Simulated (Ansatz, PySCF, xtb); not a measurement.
Process, species as SMILES: COBOC [dimethoxyborane] + B (BH3) + 2 O (H2O) -> 2 BO (H3BO) [borinic acid] + 2 CO (CH4O)
Each molecule is optimised on its own at B3LYP-D3(BJ)/def2-TZVP (Ansatz, a first-principles code), one conformer each, not searched for the lowest. Frequencies are from Ansatz or PySCF.

Quantity: bond separation energy (0 K, with B3LYP-D3(BJ) harmonic zero-point energies), in kcal/mol. Valence correlation only, unless marked. No spin-orbit coupling. No relativistic terms. CBS marks a two-point X^-3 extrapolation of the correlation energy; Hartree-Fock from the larger set. The bracket is a focal-point correction in the basis named.

```json
[
 {"level": "GFN1-xTB", "program": "xtb", "bond separation energy (kcal/mol)": "-1.7"},
 {"level": "HF/STO-3G", "program": "Ansatz", "bond separation energy (kcal/mol)": "-7.9"},
 {"level": "revPBE-D3(BJ)/def2-TZVPD", "program": "Ansatz + dftd3", "bond separation energy (kcal/mol)": "1.6"},
 {"level": "B97M-V/def2-TZVPD", "program": "Ansatz", "bond separation energy (kcal/mol)": "3.5"},
 {"level": "PBE0-D3(BJ)/def2-TZVP", "program": "Ansatz + dftd3", "bond separation energy (kcal/mol)": "1.1"},
 {"level": "BHLYP-D3(BJ)/def2-TZVPD", "program": "Ansatz + dftd3", "bond separation energy (kcal/mol)": "3.8"},
 {"level": "TPSSh-D4/def2-TZVPD", "program": "PySCF + dftd4", "bond separation energy (kcal/mol)": "2.3"}
]
```

### Question
Predict the RI-MP2/CBS(cc-pVTZ,cc-pVQZ)+[CCSD(T)-MP2]/cc-pVTZ result (Ansatz).

### Answer
3.6 kcal/mol, so TPSSh-D4/def2-TZVPD differs from it by -1.3 kcal/mol.
